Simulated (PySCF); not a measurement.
Computed shifts of a molecule C₄H₂BrF, B3LYP/pcSseg-1 run with PySCF, GIAO, gas phase, atoms alike by connectivity averaged where their shifts nearly agree, in ppm (number of nuclei): ¹³C: 157.9 (1), 129.3 (1), 97.1 (1), 76.7 (1). ¹⁹F: -107.3 (1). ¹H: 6.71 (1), 3.80 (1). References: ¹³C against TMS (σ = 181.3 ppm); ¹⁹F against CFCl3 (σ = 161.7 ppm); ¹H against TMS (σ = 31.68 ppm), references at their B3LYP-D3(BJ)/def2-TZVP geometries, non-relativistic (without spin–orbit terms, shifts of atoms bonded to Cl or Br come out too high). Geometry optimised at B3LYP-D3(BJ)/def2-SVP. One conformer was computed; it need not be the lowest.

Q: Pick the molecule that these values belong to.
A. C#C/C=C(\F)Br
B. C#C/C(Br)=C\F
C. C#C/C(F)=C\Br

A: C, C#C/C(F)=C\Br
